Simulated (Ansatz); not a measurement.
Cost and result for the atomization energy of CH$_{8}$B$_{2}$OSi, SMILES `BC[SiH2]BO` (13 atoms, 12 bonds).

```json
{"atom": "B1", "x (Å)": "-1.117", "y (Å)": "1.365", "z (Å)": "-1.253"}
{"atom": "C2", "x (Å)": "0.140", "y (Å)": "0.497", "z (Å)": "-1.291"}
{"atom": "Si3", "x (Å)": "0.358", "y (Å)": "0.491", "z (Å)": "0.612"}
{"atom": "B4", "x (Å)": "0.554", "y (Å)": "-1.377", "z (Å)": "1.368"}
{"atom": "O5", "x (Å)": "0.337", "y (Å)": "-2.420", "z (Å)": "0.539"}
{"atom": "H6", "x (Å)": "-2.202", "y (Å)": "0.863", "z (Å)": "-1.168"}
{"atom": "H7", "x (Å)": "-1.031", "y (Å)": "2.561", "z (Å)": "-1.223"}
{"atom": "H8", "x (Å)": "1.045", "y (Å)": "0.944", "z (Å)": "-1.702"}
{"atom": "H9", "x (Å)": "0.024", "y (Å)": "-0.543", "z (Å)": "-1.598"}
{"atom": "H10", "x (Å)": "1.487", "y (Å)": "1.382", "z (Å)": "0.997"}
{"atom": "H11", "x (Å)": "-0.863", "y (Å)": "1.099", "z (Å)": "1.238"}
{"atom": "H12", "x (Å)": "0.842", "y (Å)": "-1.582", "z (Å)": "2.520"}
{"atom": "H13", "x (Å)": "0.426", "y (Å)": "-3.280", "z (Å)": "0.961"}
```

Total charge 0; spin multiplicity 1. All single points use the PBE0-D4/def2-TZVP geometry. It is one conformer, not always the lowest. Program: Ansatz. All runs use 4 threads of an Arm Neoverse V2 on a shared host. Times are those of one run each, without the atoms' runs, and a repeat can differ threefold. Electronic energies, without spin–orbit coupling; frozen cores. CCSD(T)/CBS adds CCSD(T) − MP2 in def2-TZVPP to the MP2 limit, and its time is that of the two runs behind it. T1 = 0.014. B3LYP takes the VWN-RPA correlation (the form of Gaussian; ORCA's B3LYP/G).

CCSD(T)/CBS is a level of theory with its own doubt, some kJ/mol a heavy atom from the limit and from the frozen cores, so smaller differences don't rank the functionals.

```
                             level  functions  wall time  atomization (kcal/mol)  difference from CCSD(T)/CBS  per bond
   PBE-D4/def2-TZVPP (with forces)        278      2.7 s                  1132.6                         15.8       1.3
                PBE0-D4/def2-TZVPP        278      3.1 s                  1120.8                          4.0       0.3
 B3LYP-D4/def2-TZVPP (with forces)        278        5 s                  1122.5                          5.7       0.5
r2SCAN-D4/def2-TZVPP (with forces)        278      5.5 s                  1126.7                          9.9       0.8
                 B2PLYP/def2-TZVPP        278        6 s                  1109.9                         -6.9      -0.6
                ωB97X-V/def2-TZVPP        278      8.5 s                  1123.7                          6.9       0.6
  ωB97M-V/def2-TZVPP (with forces)        278       12 s                  1124.7                          7.9       0.7
                    MP2/def2-QZVPP        538       27 s                  1119.3                          2.5       0.2
                CCSD(T)/def2-TZVPP        278    3.1 min                  1092.2                        -24.6      -2.1
                 CCSD(T)/CBS(def2)          –    3.5 min                  1116.8                          0.0       0.0
```

In def2-TZVPP, CCSD(T) changes the Hartree–Fock value by +234.9 kcal/mol (the triples alone add +12.7 kcal/mol) and MP2 by +247.5 kcal/mol; breaking electron pairs costs correlation energy, which Hartree–Fock lacks. From PBE to PBE0 (25 % exact exchange), in def2-TZVPP and without D4, the atomization energy moves by −10.9 kcal/mol: exact exchange takes away binding that semilocal exchange gives to molecules. The D4 term adds +9.4 kcal/mol with B3LYP and +5.0 kcal/mol with PBE0; it sums over pairs of atoms, weighted by their polarisabilities, and B3LYP, whose exchange is more repulsive, gets the larger term.
